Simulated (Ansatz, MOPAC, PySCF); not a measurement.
Complex: HF (SMILES F) (first 2 atoms) with CH2F2 (SMILES FCF); geometry from B3LYP-D3(BJ)/def2-TZVP, rigid monomers moved along the line of their centres of mass till H2···F3 is 2.10 Å.
(charge 0, multiplicity 1):
```xyz
7

F     -0.127     0.096    -0.064
H      0.193     0.624     0.634
F      0.777     0.906     2.633
C      0.410    -0.173     3.417
F     -0.692     0.177     4.118
H      1.231    -0.372     4.106
H      0.172    -1.004     2.754
```

Counterpoise-corrected where a basis set is named; no monomer relaxation. Rows marked so take none.

Cores are frozen in the correlated methods. CBS(a, b) extrapolates the correlation energy as X⁻³ and adds the Hartree–Fock energy of set b. Rows in STO-3G carry no dispersion term and start afresh at each structure. The state reached by PM7 isn't checked; PM7 holds dispersion and hydrogen-bond terms.

The values were computed with Ansatz (a quantum-chemistry and plane-wave program) with Gaussian orbitals; MOPAC for PM7 (differences of heats of formation); PySCF for STO-3G rows, the dispersion terms. Each number belongs to the level named beside it.

```
level                                                     interaction energy (kJ/mol)
--------------------------------------------------------  ---------------------------
PM7                                                                               6.9
HF/STO-3G (no counterpoise)                                                      -8.6
HF/aug-cc-pVTZ                                                                  -12.9
PBE/def2-TZVPPD                                                                 -14.5
PBE-D3(BJ)/def2-TZVPPD                                                          -16.3
r2SCAN-D3(BJ)/def2-TZVPPD                                                       -16.8
r2SCAN-D4/def2-TZVPPD                                                           -16.8
B3LYP-D3(BJ)/def2-TZVPPD                                                        -16.2
MP2/CBS(aug-cc-pVDZ, aug-cc-pVTZ) + ΔCCSD(T)/aug-cc-pVDZ                   (withheld)
```

Problem. Fill in the missing entries.

Solution. 
- MP2/CBS(aug-cc-pVDZ, aug-cc-pVTZ) + ΔCCSD(T)/aug-cc-pVDZ, interaction energy (kJ/mol): -15.8
